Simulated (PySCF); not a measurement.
C3H8N2OSi.
SMILES with atom numbers: `[CH3:1][C@@H:2]1[NH:3][C:4](=[O:5])[Si@H:6]1[NH2:7]` (hydrogens: H8, H9, H10 on C1; H11 on C2; H12 on N3; H13 on Si6; H14, H15 on N7)

Method: TDDFT wB97X-D/def2-SVPD, vertical, gas phase, core orbitals frozen in the response in PySCF 2.14.0, density-fitted response routines. Geometry: GFN2-xTB, one conformer, isolated molecule. Torsions of this conformer, `[CH3:1][C@@H:2]1[NH:3][C:4](=[O:5])[Si@H:6]1[NH2:7]`: H–N7–Si6–C4 35°, H–N7–Si6–C4 -104°.

Question: Predict the UV-vis stick spectrum at this level.

Answer: 

```json
{"state": "S1", "E (eV)": "4.55", "ν̃ (cm⁻¹)": "36720", "f": "0.0033", "main configurations (H = HOMO, L = LUMO)": "H→L (78%), H→L+2 (11%)"}
{"state": "S2", "E (eV)": "6.07", "ν̃ (cm⁻¹)": "48940", "f": "0.057", "main configurations (H = HOMO, L = LUMO)": "H→L+1 (64%), H→L+2 (16%), H→L (10%)"}
{"state": "S3", "E (eV)": "6.40", "ν̃ (cm⁻¹)": "51650", "f": "0.045", "main configurations (H = HOMO, L = LUMO)": "H-1→L (80%)"}
{"state": "S4", "E (eV)": "6.63", "ν̃ (cm⁻¹)": "53440", "f": "0.034", "main configurations (H = HOMO, L = LUMO)": "H→L+2 (28%), H-2→L (25%), H→L+1 (18%)"}
{"state": "S5", "E (eV)": "6.94", "ν̃ (cm⁻¹)": "56010", "f": "0.017", "main configurations (H = HOMO, L = LUMO)": "H-2→L (36%), H→L+2 (27%)"}
{"state": "S6", "E (eV)": "7.07", "ν̃ (cm⁻¹)": "57060", "f": "0.019", "main configurations (H = HOMO, L = LUMO)": "H-1→L+1 (88%)"}
{"state": "S7", "E (eV)": "7.26", "ν̃ (cm⁻¹)": "58580", "f": "0.0025", "main configurations (H = HOMO, L = LUMO)": "H→L+3 (29%), H-3→L (27%), H-2→L (14%)"}
{"state": "S8", "E (eV)": "7.55", "ν̃ (cm⁻¹)": "60880", "f": "0.0035", "main configurations (H = HOMO, L = LUMO)": "H→L+3 (26%), H-3→L (25%), H-1→L+2 (15%)"}
```

Triplets, Tamm–Dancoff:

| state | E (eV) | λ (nm) | main configurations (H = HOMO, L = LUMO) |
| --- | --- | --- | --- |
| T1 | 4.00 | 310.3 | H→L (74%), H→L+2 (13%) |
| T2 | 4.84 | 256.2 | H-1→L (70%), H-1→L+2 (15%) |
| T3 | 5.63 | 220.2 | H→L+1 (66%), H→L+2 (10%) |

The lowest singlet lies at 4.55 eV (272 nm, ultraviolet) and is very weak; its leading configuration is HOMO→LUMO (78%). The strongest level in the table is S2 at 6.07 eV (204 nm, f = 0.057). Löwdin shares by element: HOMO oxygen 46%, carbon 16% or more, silicon 11%, nitrogen 10% or more (atoms not listed hold the other 17%); LUMO silicon 24%, carbon 18% or more, oxygen 12%, nitrogen 11% or more (atoms not listed hold the other 35%). The oscillator strengths of these states sum to 0.182; summed over the whole spectrum of an exact calculation they would give the number of electrons, 62 (Thomas–Reiche–Kuhn). Orbital energies (eV): HOMO-3 -10.77, HOMO-2 -10.34, HOMO-1 -9.26, HOMO -8.32, LUMO 1.37, LUMO+1 2.02, LUMO+2 2.32. The listed states span 3.00 eV, and the widest gap between neighbours is 1.51 eV (S1 to S2). Only the lowest 8 singlets were computed, as vertical energies without vibronic structure.

Hardware: one thread of an Intel Xeon at 2.50 GHz, no GPU, on a shared host. Cost: 94 s, 0.89 GiB resident at most.
